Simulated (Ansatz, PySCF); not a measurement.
Gas-phase reaction in SMILES: FC1(F)CCO1 + 6 [H][H] (H2) -> 3 C (CH4) + 2 F (HF) + O (H2O)
Geometries: B3LYP-D3(BJ)/def2-TZVP minima from Ansatz (a quantum-chemistry and plane-wave program), one conformer each, not searched for the lowest.

Quantity: energy of full hydrogenation (enthalpy at 298 K, with B3LYP-D3(BJ) rigid-rotor harmonic-oscillator terms from PySCF), in eV. Correlated levels leave the core frozen unless marked. No spin-orbit coupling. No relativistic terms. CBS(X,Y): correlation extrapolated as X^-3; Hartree-Fock from the larger set. [CCSD(T)-MP2]/basis is that difference in the basis named.

```csv
level,program,energy of full hydrogenation (eV)
r2SCAN-D3(BJ)/def2-TZVPD,Ansatz + dftd3,-4.18
PBE0/STO-3G,Ansatz,-0.51
PBE0/def2-TZVP,Ansatz,-4.36
LC-wPBE/def2-TZVPD,Ansatz,-4.51
"RI-MP2/CBS(cc-pVTZ,cc-pVQZ)+[CCSD(T)-MP2]/cc-pVTZ",Ansatz,?
```

Problem. What belongs in the gaps?

Solution. 
- RI-MP2/CBS(cc-pVTZ,cc-pVQZ)+[CCSD(T)-MP2]/cc-pVTZ, energy of full hydrogenation (eV): -4.62
